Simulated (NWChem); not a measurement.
The numbers come from NWChem runs, not from measurements. System: C₂H₄N₂Si, charge 0, spin multiplicity 1, displaced from the optimised geometry. The structure started from a generated list of species. Level: B3LYP/def2-SVP, VWN1-RPA local correlation.

Output (cleaned and shortened):

```
             Northwest Computational Chemistry Package (NWChem) 7.3.0
             --------------------------------------------------------

                                NWChem Input Module
                                -------------------

 Scaling coordinates for geometry "geometry" by  1.889725989
 (inverse scale =  0.529177249)

 Turning off AUTOSYM since
 SYMMETRY directive was detected!

                             Geometry "geometry" -> ""
                             -------------------------

 Output coordinates in angstroms (scale by  1.889725989 to convert to a.u.)

  No.       Tag          Charge          X              Y              Z
 ---- ---------------- ---------- -------------- -------------- --------------
    1 C                    6.0000    -1.35217000    -0.00240100     0.00000000
    2 N                    7.0000    -0.93388400    -1.24526800     0.00000000
    3 C                    6.0000     0.55116700    -1.30784800     0.00000000
    4 N                    7.0000     1.31570800    -0.25646400     0.00000000
    5 Si                  14.0000     0.20796600     1.17706600     0.00000000
    6 H                    1.0000    -2.45552400     0.19377600     0.00000000
    7 H                    1.0000     0.95767000    -2.35459800     0.00000000
    8 H                    1.0000     0.35979300     2.02775600    -1.24662400
    9 H                    1.0000     0.35979300     2.02775600     1.24662400

 Effective nuclear repulsion energy (a.u.)     202.1714616665

            Nuclear Dipole moment (a.u.)
            ----------------------------
        X                 Y               Z
 ---------------- ---------------- ----------------
     0.0000113384    -0.0000075589     0.0000000000

      Symmetry information
      --------------------

 Group name             Cs
 Group number              2
 Group order               2
 No. of unique centers     8

      Symmetry unique atoms

     1    2    3    4    5    6    7    8


 Summary of "ao basis" -> "" (spherical)
 ------------------------------------------------------------------------------
       Tag                 Description            Shells   Functions and Types
 ---------------- ------------------------------  ------  ---------------------
 *                          def2-svp                  on all atoms

                                 NWChem DFT Module
                                 -----------------

 Summary of "ao basis" -> "ao basis" (spherical)
[...]
     2   0 1 1     -0.000000     -0.000000     -0.000000      0.000000
     2   0 0 2    -27.560170    -19.329774    -19.329774     11.099378

            General Information
            -------------------
          SCF calculation type: DFT
          Wavefunction type:  closed shell.
          No. of atoms     :     9
          No. of electrons :    44
           Alpha electrons :    22
            Beta electrons :    22
          Charge           :     0
          Spin multiplicity:     1
          Use of symmetry is: on ; symmetry adaption is: on
          Maximum number of iterations: 100
          AO basis - number of functions:    94
                     number of shells:    44
          Convergence on energy requested:  1.00D-06
          Convergence on density requested:  1.00D-05
          Convergence on gradient requested:  5.00D-04

              XC Information
              --------------
                         B3LYP Method XC Potential
                     Hartree-Fock (Exact) Exchange  0.200
                        Slater Exchange Functional  0.800 local
                    Becke 1988 Exchange Functional  0.720 non-local
              Lee-Yang-Parr Correlation Functional  0.810
                  VWN I RPA Correlation Functional  0.190 local

             Grid Information
             ----------------
          Grid used for XC integration:  medium
          Radial quadrature: Mura-Knowles
          Angular quadrature: Lebedev.
          Tag              B.-S. Rad. Rad. Pts. Rad. Cut. Ang. Pts.
          ---              ---------- --------- --------- ---------
          C                   0.70       49          10.0       434
          N                   0.65       49          10.0       434
          Si                  1.10       88          10.0       590
          H                   0.35       45          12.0       434
          Grid pruning is: on
          Number of quadrature shells:   419
          Spatial weights used:  Erf1

          Convergence Information
          -----------------------
          Convergence aids based upon iterative change in
          total energy or number of iterations.
          Levelshifting, if invoked, occurs when the
          HOMO/LUMO gap drops below (HL_TOL):  1.00D-02
          DIIS, if invoked, will attempt to extrapolate
          using up to (NFOCK): 10 stored Fock matrices.

                    Damping( 0%)  Levelshifting(0.5)       DIIS
                  --------------- ------------------- ---------------
          dE  on:    start            ASAP                start
          dE off:    2 iters        100 iters           100 iters

      Screening Tolerance Information
      -------------------------------
          Density screening/tol_rho:  1.00D-10
          AO Gaussian exp screening on grid/accAOfunc:  14
          CD Gaussian exp screening on grid/accCDfunc:  20
          XC Gaussian exp screening on grid/accXCfunc:  20
          Schwarz screening/accCoul:  1.00D-08

                            NWChem DFT Gradient Module
                            --------------------------

  charge          =   0.00
  wavefunction    = closed shell

  Using symmetry

                         DFT ENERGY GRADIENTS

    atom               coordinates                        gradient
                 x          y          z           x          y          z
   1 C      -2.555231  -0.004537   0.000000   -0.009114   0.021124   0.000000
   2 N      -1.764785  -2.353215   0.000000   -0.004176  -0.028303   0.000000
   3 C       1.041555  -2.471474   0.000000   -0.006300  -0.019217   0.000000
   4 N       2.486328  -0.484647   0.000000    0.026886   0.016911   0.000000
   5 Si      0.392999   2.224332   0.000000   -0.000590   0.008376   0.000000
   6 H      -4.640268   0.366184   0.000000   -0.013955   0.003216   0.000000
   7 H       1.809734  -4.449545   0.000000    0.005349  -0.013660   0.000000
   8 H       0.679910   3.831903  -2.355778    0.000950   0.005777  -0.008295
   9 H       0.679910   3.831903   2.355778    0.000950   0.005777   0.008295

                 ----------------------------------------
                 |  Time  |  1-e(secs)   |  2-e(secs)   |
                 ----------------------------------------
                 |  CPU   |       0.01   |       3.85   |
                 ----------------------------------------
                 |  WALL  |       0.01   |       3.85   |
                 ----------------------------------------

 Task  times  cpu:        9.7s     wall:        9.7s

 Total times  cpu:        9.8s     wall:        9.8s
```

**Question.** Write an NWChem input that would produce this output.

**Answer.** Several could match; the one computed here: 
```
start mol
memory heap 200 mb stack 800 mb global 1000 mb
geometry units angstroms nocenter noautoz
  C     -1.352170    -0.002401     0.000000
  N     -0.933884    -1.245268     0.000000
  C      0.551167    -1.307848     0.000000
  N      1.315708    -0.256464     0.000000
  Si     0.207966     1.177066     0.000000
  H     -2.455524     0.193776     0.000000
  H      0.957670    -2.354598     0.000000
  H      0.359793     2.027756    -1.246624
  H      0.359793     2.027756     1.246624
  symmetry group Cs
end
basis spherical
  * library def2-svp
end
dft
  xc b3lyp
  semidirect memsize 60000000 filesize 0
  iterations 100
  grid medium
end
task dft gradient
```
